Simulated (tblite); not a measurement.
A tight-binding relaxation on `C[Si](C)(C)[SeH]`.

Computed with GFN2-xTB geometry optimisation, gas phase (tblite 0.8.0). Start geometry: from a force field or distance geometry. The command runs a driver script over a list of jobs; the input below is this job's line of settings and its coordinates in Å.

Command:
```bash
OMP_NUM_THREADS=1 python probes_run.py task.json out
```

Input:
```
{"job": {"kind": "relax", "xc": "GFN2-xTB", "basis": "xTB"}, "charge": 0, "multiplicity": 1}
C     -0.430400     1.737700     0.251000
Si     0.064500    -0.049300     0.147300
C     -0.990100    -0.943900    -1.056100
C      1.883700    -0.213200    -0.160100
Se    -0.334000    -0.945400     2.236700
H     -1.545300     1.730800     0.435000
H     -0.230600     2.288300    -0.683800
H      0.118800     2.203300     1.095100
H     -1.807400    -0.262800    -1.406900
H     -1.506600    -1.778200    -0.510400
H     -0.486000    -1.297600    -1.961500
H      2.242600     0.271200    -1.060300
H      2.394700     0.277700     0.720800
H      2.245000    -1.262000    -0.175900
H     -1.623100    -1.748600     2.107200
```

Output:
```
step      E/eV     max force
  0    -446.65317    2.462
  1    -446.86499    0.874
  2    -446.92979    0.539
  3    -446.96261    0.525
  4    -447.00099    0.660
  5    -447.02548    0.607
  6    -447.04430    0.372
  7    -447.05363    0.288
  8    -447.06076    0.247
  9    -447.06469    0.241
... (104 lines left out)
114    -447.11463    0.043
115    -447.11483    0.060
116    -447.11514    0.065
117    -447.11543    0.043
118    -447.11559    0.022
119    -447.11561    0.034
120    -447.11565    0.013
121    -447.11566    0.020
122    -447.11568    0.010
123    -447.11570    0.009
```

«max force» is the largest atomic force in eV/Å.

Task: From which step on does the largest force stay under 0.1 eV/Å, and how much energy is left to gain from there?

Result: From step 82 (0.033 eV/Å), 3.8 meV above the end.

Main results: energy lowered by 10.7 kcal/mol over 123 steps; largest atomic force 0.009 eV/Å at the end.

Task: Give the final coordinates.

Result: 0.464 Å rms from the input after alignment:
```
atom  x, y, z in Å
C1    -0.4783    1.7317    0.2975
Si2    0.0472   -0.0965    0.1651
C3    -0.9773   -1.0196   -1.1521
C4     1.9186   -0.3065   -0.0987
Se5   -0.3480   -1.1069    2.2406
H6    -1.5412    1.8193    0.5042
H7    -0.2741    2.2670   -0.6239
H8     0.0551    2.2319    1.1004
H9    -2.0426   -0.8960   -0.9796
H10   -0.7624   -2.0840   -1.1350
H11   -0.7571   -0.6502   -2.1482
H12    2.2437    0.1492   -1.0281
H13    2.4766    0.1508    0.7135
H14    2.1858   -1.3590   -0.1288
H15   -1.7504   -0.8232    2.2512
```

Time: 2.4 s wall. Hardware: one thread, Intel Xeon at 2.50 GHz (x86_64), no GPU, shared host with 64 logical CPUs at a one-minute load of 53.
Labels such as C1 count atoms from 1, the log's own numbers from 0.
